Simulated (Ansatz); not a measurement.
Consider the formal exchange of groups at a C–C bond: `NC(=O)C=O` + `C[SiH3]` → `C[SiH2]C(N)=O` + `C=O`.

Isolated molecules relaxed with PBE0-D4/def2-TZVP in Ansatz; ΔE leaves out vibrations. CBS: MP2 limit from def2 TZ/QZ plus the TZ coupled-cluster correction, frozen cores. This one scheme is used for every species. DFT in def2-TZVPP. B3LYP here is the variant with VWN-RPA as its local correlation; programs differ in this. HSE06 is defined as in plane-wave codes. One conformer a species, not always the lowest.

```tsv
level	ΔE (kJ/mol)
B3LYP-D4	15.8
HSE06-D4	18.7
PBE0	21.1
HF/def2-TZVPP	25.1
```

Q: What does CCSD(T)/CBS give? (An estimate is asked.)

A: Ansatz gave: +14.9 kJ/mol. The listed levels differ from it by 0.9, 3.8, 6.2, 10.2 kJ/mol.

Q: What do rigid-rotor, harmonic-oscillator terms from PBE0-D4/def2-TZVP frequencies (298.15 K, 1 bar) make of the CCSD(T)/CBS value? (Estimate.)

A: Ansatz gave: ΔZPE = -0.1 kJ/mol, ΔH = +17.6 kJ/mol, ΔS = 14 J/(mol·K), ΔG = +13.3 kJ/mol. Modes under 50 cm⁻¹ make the entropy rough.

Largest T1 diagnostic among the species: 0.016.

From BLYP to BHLYP (50 % exact exchange), in def2-TZVPP and without D4, ΔE moves by +6.0 kJ/mol. At CCSD(T), def2-SVP lies +15.6 kJ/mol from the extrapolated value and def2-TZVPP +3.5 kJ/mol.
